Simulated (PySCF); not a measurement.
## Computed structure and properties of [Bi(NCO)4]−

System: [Bi(NCO)4]− (singlet; a saddle point, relaxed within its symmetry); start: displaced along the imaginary mode (C4h). Method: PySCF 2.14.0, RKS BP86, Bi def2-SVP with ECP60, N def2-SVP, C def2-SVP, O def2-SVP; non-relativistic Hamiltonian with scalar-relativistic core potentials where named; density fitting; no spin-orbit coupling.

Input of the relaxation:

```python
mol = gto.M(atom='''
Bi    -0.00000    -0.00000     0.00000
N      2.34397    -0.25000    -0.00000
C      3.55685    -0.04168    -0.00000
O      4.75855     0.13118    -0.00000
N      0.25000     2.34397    -0.00000
C      0.04168     3.55685     0.00000
O     -0.13118     4.75855     0.00000
N     -2.34397     0.25000     0.00000
C     -3.55685     0.04168     0.00000
O     -4.75855    -0.13118     0.00000
N     -0.25000    -2.34397     0.00000
C     -0.04168    -3.55685    -0.00000
O      0.13118    -4.75855    -0.00000''',
    basis={'Bi': 'def2-SVP', 'N': 'def2-SVP', 'C': 'def2-SVP', 'O': 'def2-SVP'},
    ecp={'Bi': 'def2-SVP'},
    charge=-1, spin=0)
mf = dft.RKS(mol, xc='B88,P86')
mf.grids.atom_grid = (50, 194)
mf = mf.density_fit()  # fitting sets: Bi def2-universal-JKFIT, N def2-universal-JKFIT, C def2-universal-JKFIT, O def2-universal-JKFIT
mf.conv_tol = 1e-08; mf.max_cycle = 55
mf.kernel(dm0)  # dm0: converged density of the start geometry
# quasi-Newton relaxation in Cartesian coordinates to a largest gradient under 0.00045 Eh/bohr, steps kept in the point group
```

Run from Python with OMP_NUM_THREADS=4; the lines above give its settings. Where DIIS fails, smearing, a level shift and second-order steps follow.
It took 2.4 min on 4 threads of Arm Neoverse V1 (shared host), from the converged density of the start.

Course of the relaxation:

| step | energy above end (eV) | largest force component within the symmetry (eV/Å) |
| --- | --- | --- |
| 0 | 0.1276 | 1.336 |
| 1 | 0.0846 | 1.145 |
| 2 | 0.0443 | 0.050 |
| 3 | 0.0428 | 0.033 |
| 4 | 0.0380 | 0.070 |
| 5 | 0.0292 | 0.298 |
| 6 | 0.0251 | 0.474 |
| 7 | 0.0190 | 0.578 |
| 10 | 0.0022 | 0.085 |
| 11 | 0.0009 | 0.119 |
| 12 | 0.0003 | 0.044 |
| 13 | 0.0002 | 0.040 |
| 14 | 0.0000 | 0.009 |
| 15 | 0.0000 | 0.001 |
(The steps between are left out.)

Relaxed geometry (C4h):

```xyz
13

Bi    0.0000    0.0000    0.0000
N     2.2787   -0.5844    0.0000
C     3.3952   -0.0951    0.0000
O     4.5155    0.3335    0.0000
N     0.5844    2.2787    0.0000
C     0.0951    3.3952    0.0000
O    -0.3335    4.5155    0.0000
N    -2.2787    0.5844    0.0000
C    -3.3952    0.0951    0.0000
O    -4.5155   -0.3335    0.0000
N    -0.5844   -2.2787    0.0000
C    -0.0951   -3.3952    0.0000
O     0.3335   -4.5155    0.0000
```

```tsv
contact	Å
Bi1–N2 (NCO)	2.352
Bi1–N5 (NCO)	2.352
Bi1–N8 (NCO)	2.352
Bi1–N11 (NCO)	2.352
```

On the finer grid (75, 302):

- HOMO: -2.68 eV
- LUMO: -1.31 eV
- Dipole about the centre of mass: 0.00 D
- Set of Mulliken populations of Bi1 outside the core potential: s 3.99, p 7.64, d 10.30
- D3(BJ) dispersion energy (not in the energies): -0.718 eV

```
atom  Mulliken (e)  Löwdin (e)  spin (e)
 Bi1          1.07        0.88      0.00
  N2         -0.33       -0.32      0.00
  C3          0.00        0.00      0.00
  O4         -0.19       -0.15      0.00
  N5         -0.33       -0.32      0.00
  C6          0.00        0.00      0.00
  O7         -0.19       -0.15      0.00
  N8         -0.33       -0.32      0.00
  C9          0.00        0.00      0.00
 O10         -0.19       -0.15      0.00
 N11         -0.33       -0.32      0.00
 C12          0.00        0.00      0.00
 O13         -0.19       -0.15      0.00
```

On the grid (50, 194), as all that follows. Harmonic modes: 2 unstable, so a saddle point once the symmetry is let go (counted below −25 cm⁻¹); lowest -71 cm⁻¹ (negative: unstable), highest 2264 cm⁻¹, zero-point energy 1.302 eV.

Taking off one NCO (charge -1, singlet; the rest: singlet) in vacuum, both parts rigid, costs 3.23 eV; the small basis without counterpoise inflates it.

Rigid scan of NCO along the line from its metal, all other atoms held (where the atom bridges, its other bond changes as well):

```
distance to N2 (Å)  energy (eV)
              2.05        0.547
              2.15        0.209
              2.25        0.045
              2.35        0.000
              2.45        0.032
              2.55        0.114
              2.75        0.351
              3.05        0.738
```

One start shape was tried, so this needn't be the lowest isomer.
